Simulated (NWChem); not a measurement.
Relativistic effects in I2 (-1)

```
I
I 1 3.3781
```
Charge -1, spin multiplicity 2.

The numbers come from NWChem runs, not from measurements. The geometry was optimised at UB3LYP/def2-SVP with def2 effective core potentials on I, a minimum by its harmonic frequencies.

Functional B3LYP, all-electron basis x2c-SVPall-2c, contracted for the X2C Hamiltonian and used here with ZORA. The ion keeps the geometry and has multiplicity 1 in the scalar run; the spin-orbit run starts from the same electron counts.

The cost column gives rough processor time relative to scalar ZORA; each entry includes its own SCF.

B3LYP has NWChem's definition, with VWN1-RPA local correlation. The structure started from a generated list of species. The anion's geometry comes from a basis without diffuse functions. The stability of the SCF solutions was not checked.

```
Hamiltonian      ΔSCF ionisation energy (eV)  relative cost
---------------  ---------------------------  -------------
scalar ZORA                             3.41              1
spin-orbit ZORA                         3.17        under 3
```

From scalar ZORA to spin-orbit ZORA the ionisation energy falls by 0.24 eV.
